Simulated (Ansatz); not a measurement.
Relaxation of a periodic cell of 12 atoms, HF (contents 6 HF, density as packed 0.98 g/cm³ with natural masses), to a largest force component of 0.3 eV/Å in at most 15 steps.

These are results of DFT PBEsol, scalar-relativistic, plane waves, PAW in Ansatz, not measurements. Settings: cutoff 420 eV, k mesh 1x1x1, fermi-dirac smearing 0.02 eV, no spin polarisation.

```xyz
12
Lattice="5.8868 0.0000 0.0000 0.0000 5.8868 0.0000 0.0000 0.0000 5.8868" Properties=species:S:1:pos:R:3
F 0.621 -0.292 4.272
H -0.094 0.296 4.394
F 2.712 0.362 5.448
H 3.226 1.114 5.653
F 0.008 2.144 3.831
H 0.207 3.056 3.829
F 1.734 2.945 1.663
H 1.659 2.976 0.732
F 4.291 0.775 1.489
H 4.698 0.350 2.214
F 2.869 4.867 2.397
H 3.494 4.727 1.717
```

Question: Where does it end, and by what steps?

Answer: The run converged. The threshold is loose, so the end isn't yet a minimum. Limits of this set-up: coarse k mesh. After 13 steps the energy has fallen by 2.196 eV; H6 moved furthest, 1.34 Å.

| step | energy less start (eV) | largest force component (eV/Å) | accepted |
| --- | --- | --- | --- |
| 0 | 0.0000 | 0.711 | yes |
| 1 | -0.4332 | 1.616 | yes |
| 2 | -0.6215 | 3.001 | yes |
| 3 | -0.9978 | 1.638 | yes |
| 4 | -1.2636 | 1.272 | yes |
| 5 | -1.4263 | 1.156 | yes |
| 6 | -1.5977 | 1.402 | yes |
| 7 | -1.7547 | 1.096 | yes |
| 8 | -1.8892 | 0.350 | yes |
| 9 | -1.9540 | 0.415 | yes |
| 10 | -2.0090 | 0.740 | yes |
| 11 | -2.1065 | 0.346 | yes |
| 12 | -2.1373 | 0.315 | yes |
| 13 | -2.1962 | 0.155 | yes |

```xyz
12
Lattice="5.8868 0.0000 0.0000 0.0000 5.8868 0.0000 0.0000 0.0000 5.8868" Properties=species:S:1:pos:R:3
F 0.612 -0.513 4.800
H 0.404 0.316 4.364
F 2.372 1.361 6.203
H 3.359 1.419 6.367
F -0.063 1.612 3.588
H 0.511 2.094 2.952
F 1.334 2.793 1.958
H 1.738 2.213 1.266
F 4.644 1.174 0.997
H 4.388 0.402 1.547
F 3.460 5.185 2.054
H 2.666 5.264 1.545
```

Run time: 9.7 s on 1 thread of Arm Neoverse V2 (shared host), peak memory 0.29 GiB.
